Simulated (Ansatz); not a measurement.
Program: Ansatz. Geometries: PBE0-D4/def2-TZVP. ΔE: electronic, gas phase. CBS: MP2 limit from def2 TZ/QZ plus the TZ coupled-cluster correction, frozen cores. This one scheme is used for every species. Functionals use def2-TZVPP. B3LYP here is the variant with VWN-RPA as its local correlation; programs differ in this. For Ga outer-core shells are correlated without core-valence functions, which leaves a few kJ/mol of doubt a bond. Scalar relativity is left out up to krypton. One conformer a species, not always the lowest.

`C=[N][GaH][CH3]` + H₂ → `C=[N][GaH2]` + CH₄  (hydrogenolysis of a Ga–C bond)

```json
{"level": "B3LYP-D4", "ΔE (kJ/mol)": "-37.3"}
{"level": "B3LYP", "ΔE (kJ/mol)": "-43.9"}
```

(1) What does CCSD(T)/CBS give? (An estimate is asked.)

Largest T1 diagnostic among the species: 0.017.

Results:

(1) Ansatz gave: -29.3 kJ/mol. The listed levels differ from it by -8.0, -14.6 kJ/mol.

The D4 term adds +6.5 kJ/mol with B3LYP and +3.6 kJ/mol with PBE0; it sums over pairs of atoms, weighted by their polarisabilities, and B3LYP, whose exchange is more repulsive, gets the larger term. In def2-TZVPP, CCSD(T) changes the Hartree–Fock value by +24.0 kJ/mol (the triples alone add +3.9 kJ/mol) and MP2 by +30.2 kJ/mol.
